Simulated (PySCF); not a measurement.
**C²⁺ (carbon, charge +2): LC-wPBE calculation**

Configuration: [He] 2s1 3d1, 2s spin antiparallel (an excited configuration). All numbers are calculated (PySCF 2.14, the spin-free X2C one-electron Hamiltonian (Gaussian nucleus), in x2c-QZVPPall with one added diffuse shell each of s, p, d, f type (8s5p4d3f1g, 73 functions)).

```json
{"Total energy": "-35.2891 hartree", "One-electron energy": "-41.7115 hartree", "Hartree (Coulomb) energy": "10.5594 hartree", "Exchange-correlation energy": "-4.1370 hartree", "⟨S²⟩": "1.0000", "⟨L²⟩": "6.000", "Sum of ⟨r⟩": "5.048 bohr", "Sum of ⟨r²⟩": "14.09 bohr²", "Traceless quadrupole moment −½Σ⟨3z² − r²⟩ along its main axis": "3.40 e·bohr²", "Langevin diamagnetic susceptibility": "-11.2 ×10⁻⁶ cm³/mol"}
```

| shell | electrons | mean orbital energy (hartree) | rms radius, mean of both spins (bohr) |
| --- | --- | --- | --- |
| 1s β | 1 | -12.07224 | 0.313 |
| 1s α | 1 | -12.03570 | 0.313 |
| 2s β | 1 | -1.95700 | 1.39 |
| 3d α | 1 | -0.53587 | 3.46 |

The outer electron is Rydberg-like, and this basis confines it to a smaller radius and binds it less than a complete one would. With the s spin flipped the determinant is a mixture of two multiplicities, not a spectroscopic state.
